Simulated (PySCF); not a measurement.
Job for PySCF: R-MP2/6-31G* on FHOSi (SMILES O[Si]F), a point of a bond scan (R = 1.628 Å).

```python
from pyscf import gto, scf, dft, mp
from pyscf.data.elements import chemcore

mol = gto.M(
    atom='''
    Si    0.00937425    0.00603277    0.61022733
    F    -0.73513023    1.02562647   -0.41739903
    O     0.73079075   -1.04612827   -0.42560613
    H     0.63860656   -0.94607081   -1.38174233
    ''',
    basis='6-31g*',
    cart=True,
    charge=0, spin=0, verbose=3, max_memory=1800)
mf = scf.RHF(mol)
mf.conv_tol = 1e-8
mf.max_cycle = 100
mf.kernel()
if not mf.converged:
    mf = mf.newton().run(mf.mo_coeff, mf.mo_occ)
pt = mp.MP2(mf, frozen=chemcore(mol)).run()
```

It printed:

```
converged SCF energy = -463.871504396099
E(RMP2) = -464.299955916357  E_corr = -0.428451520257285
E(SCS-RMP2) = -464.286145387239  E_corr = -0.414640991140061
```

The calculation finished and met its thresholds.

Cost: roughly 0.5 core-seconds.
